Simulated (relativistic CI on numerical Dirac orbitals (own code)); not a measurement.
Magnetism of Ta3+, 5d2, in a crystal field

Calculated by Dirac-Coulomb-Breit CI, KLI orbitals optimised for each configuration, model QED, valence Slater integrals scaled by 0.9, one configuration in a parametric crystal field (own radial code). With so little scaling, terms lie 10 to 35 % too far apart, which can change the order of excited levels.

Field parameters in Wybourne normalisation: D3d B²₀ = −7Dσ, B⁴₀ = −14Dq − 21Dτ, B⁴₃ = −14√(10/7) Dq. The field is a parameter set, without covalency.

S is read from ⟨S²⟩ = S(S + 1).

Powder χT (cm³ K mol⁻¹) by Van Vleck's formula, with temperature-independent terms:

```tsv
Field	2 K	5 K	10 K	20 K	50 K	100 K	200 K	300 K
D3d, 10Dq = 20200, Dσ = -1200, Dτ = 50 cm⁻¹	0.00708	0.0177	0.0354	0.0708	0.161	0.224	0.265	0.292
D3d, 10Dq = 20200, Dσ = -980, Dτ = 50 cm⁻¹	0.0135	0.0337	0.0672	0.12	0.169	0.189	0.216	0.243
D3d, 10Dq = 20200, Dσ = -760, Dτ = 50 cm⁻¹	0.0426	0.0514	0.0655	0.0859	0.111	0.131	0.163	0.192
D3d, 10Dq = 20200, Dσ = -550, Dτ = 50 cm⁻¹	0.0167	0.0188	0.0225	0.0297	0.05	0.076	0.116	0.15
D3d, 10Dq = 20200, Dσ = -330, Dτ = 50 cm⁻¹	0.00264	0.00374	0.00557	0.00924	0.0203	0.0406	0.0847	0.125
D3d, 10Dq = 20200, Dσ = -110, Dτ = 50 cm⁻¹	0.00316	0.0042	0.00594	0.00941	0.0199	0.039	0.0816	0.121
D3d, 10Dq = 20200, Dσ = 110, Dτ = 50 cm⁻¹	0.0145	0.0157	0.0177	0.0216	0.0333	0.0531	0.0931	0.131
D3d, 10Dq = 20200, Dσ = 330, Dτ = 50 cm⁻¹	0.024	0.0252	0.0273	0.0314	0.0438	0.0645	0.105	0.143
```

Task: For D3d, 10Dq = 20200, Dσ = -980, Dτ = 50 cm⁻¹: what effective moment follows at 300 K?

Result: μ_eff = √(8χT) = 1.39 μB. The ground level has S = 0.98; the spin-only moment for S = 1 is 2.83 μB. The difference comes from the orbital moment, spin-orbit mixing of terms and temperature-independent paramagnetism, all larger in this ionic model than in covalent complexes. The ground level is a non-magnetic singlet, so χT starts at zero and rises through temperature-independent paramagnetism and the filling of excited levels.
